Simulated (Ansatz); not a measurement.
CH$_{3}$Si (SMILES C=[SiH]), doublet, at a GFN2-xTB geometry. Base run: Ansatz (a program for electronic structure) with CAM-B3LYP/pcseg-1.

The Ansatz input:
Ansatz 0.2 input:
```yaml
crystal:
  periodic: [false, false, false]
  atoms:
    - {symbol: C, position_ang: [-1.04543292, 0.37757985, 0.25929890]}
    - {symbol: Si, position_ang: [0.55139882, -0.27850553, -0.14254284]}
    - {symbol: H, position_ang: [-1.91624580, -0.26241715, 0.25632445]}
    - {symbol: H, position_ang: [-1.27689446, 1.39328815, -0.03892833]}
    - {symbol: H, position_ang: [1.74615437, 0.50272732, 0.22241033]}
basis:
  gaussian:
    orbitals: pcseg-1.json
hamiltonian:
  xc: cam_b3lyp
magnetization: {spin_polarized: true, initial_magnetization: 1}
```
The basis file holds pcseg-1 in the JSON format of the Basis Set Exchange.

Each row names what was changed in the base input (with any setting that the change needs).

```
change                                                            ΔE vs base (kcal/mol)
----------------------------------------------------------------  ---------------------
base                                                                              0.000
lower_state_search = full                                                         0.000
point_charge = charge:0.5 position_ang:-5.3874, -0.0354, -1.0341                 -0.230
point_charge = charge:-1.0 position_ang:2.2923, 4.3873, 1.825                     -0.96
final_grid = 4, 8, 17                                                             0.050
final_grid = 10, 20, 41                                                           0.000
final_grid = 6, 12, 29                                                            0.000
fitting.mean_field = cc-pVTZ-JKFIT                                               -0.012
lower_state_search = off                                                          0.000
forces = on                                                                       0.000
nuclear_model = gaussian                                                          0.110
```
